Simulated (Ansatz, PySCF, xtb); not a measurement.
Gas-phase reaction in SMILES: C/C=C/C + 4 [H][H] (H2) → 4 C (CH4)
Geometries: B3LYP-D3(BJ)/def2-TZVP minima from Ansatz (an electronic-structure program). Frequencies are from PySCF.

Quantity: energy of full hydrogenation (enthalpy at 298 K, with B3LYP-D3(BJ) rigid-rotor harmonic-oscillator terms), in kcal/mol. Cores are frozen in the correlated levels unless marked. No spin-orbit coupling. Non-relativistic unless marked X2C. CBS marks a two-point X^-3 extrapolation of the correlation energy; Hartree-Fock from the larger set. [CCSD(T)-MP2]/basis is that difference in the basis named.

```csv
level,program,energy of full hydrogenation (kcal/mol)
GFN2-xTB,xtb,…
revPBE-D3(BJ)/def2-TZVPD,Ansatz + dftd3,-63.5
r2SCAN/def2-TZVPD,Ansatz,-70.3
PBE0-D4/def2-TZVP,Ansatz + dftd4,-72.1
PBE0-D4/def2-TZVPD,Ansatz + dftd4,-72.0
PBE0/def2-TZVPD,Ansatz,-73.9
BHLYP-D3(BJ)/def2-TZVPD,Ansatz + dftd3,…
r2SCANh/def2-TZVPD,Ansatz,-71.8
wB97X-V/def2-TZVPD,Ansatz,-71.4
B2PLYP/def2-TZVPD,Ansatz,…
SCS-MP2/6-31G,Ansatz,-66.0
SCS-MP2/6-31G*,Ansatz,-66.3
SCS-MP2/aug-cc-pVTZ,Ansatz,-69.0
CCSD/aug-cc-pVTZ,Ansatz,…
X2C-CCSD(T)/cc-pVTZ-DK,Ansatz,-69.9
"RI-MP2/CBS(aug-cc-pVTZ,aug-cc-pVQZ)+[CCSD(T)-MP2]/aug-cc-pVTZ",Ansatz,-68.7
```

### Question
Some entries are withheld; supply them.

### Answer

- GFN2-xTB, energy of full hydrogenation (kcal/mol): -83.9
- BHLYP-D3(BJ)/def2-TZVPD, energy of full hydrogenation (kcal/mol): -74.4
- B2PLYP/def2-TZVPD, energy of full hydrogenation (kcal/mol): -70.0
- CCSD/aug-cc-pVTZ, energy of full hydrogenation (kcal/mol): -72.7
